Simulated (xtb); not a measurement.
ethylene carbonate (C3H4O3), SMILES O=C1OCCO1. All values are semi-empirical tight-binding results from xtb (GFN2-xTB unless named), good for trends rather than for accurate numbers. Geometry: GFN2-xTB. One conformer was computed; it need not be the lowest.

Optimised geometry:

Bonds (Å): O1–C2 1.184, C2–O3 1.345, C2–O6 1.345, O3–C4 1.414, C4–C5 1.542, C4–H7 1.093, C4–H8 1.093, C5–O6 1.414, C5–H9 1.093, C5–H10 1.093. Angles (°): O1–C2–O3 124.5, O1–C2–O6 124.5, O3–C2–O6 111.0, C2–O3–C4 110.7, O3–C4–C5 103.8, O3–C4–H7 108.8, O3–C4–H8 108.8, C5–C4–H7 112.9, C5–C4–H8 112.8, H7–C4–H8 109.5, C4–C5–O6 103.8, C4–C5–H9 112.9, C4–C5–H10 112.8, O6–C5–H9 108.8, O6–C5–H10 108.8, H9–C5–H10 109.5, C2–O6–C5 110.7.

Computed properties:
```yaml
point_group_as_xtb_finds_it: C2v
orbital_gap: 6.32 eV
dipole_moment: 5.79 D
zero_point_energy: 45.2 kcal/mol
G − E(el) at 298.15 K (modified RRHO): 27.5 kcal/mol
static polarisability (D4 model): 46.5 bohr³
solvation energy, GFN2-xTB/ALPB(water): -5.7 kcal/mol
solvation energy, GFN2-xTB/ALPB(toluene): -6.5 kcal/mol
```

Computed IR lines (harmonic; lines under 4 % of the strongest left out, lines within 3 cm⁻¹ merged):
ν (cm⁻¹): 704 (w), 1062 (m), 1094 (s), 1288 (w), 1863 (vs) (against the strongest line: vs over 80 %, s over 45 %, m over 15 %, w over 4 %, vw less)

Computed atomic charges and the Wiberg bond orders between heavy atoms:
charges (e) O1 -0.37, C2 0.49, O3 -0.27, C4 0.06, C5 0.06, O6 -0.27, H7 0.07, H8 0.07, H9 0.07, H10 0.07. Bond orders O1–C2 1.74, C2–O3 1.07, O3–C4 0.97, C4–C5 0.98, C2–O6 1.07, C5–O6 0.97.
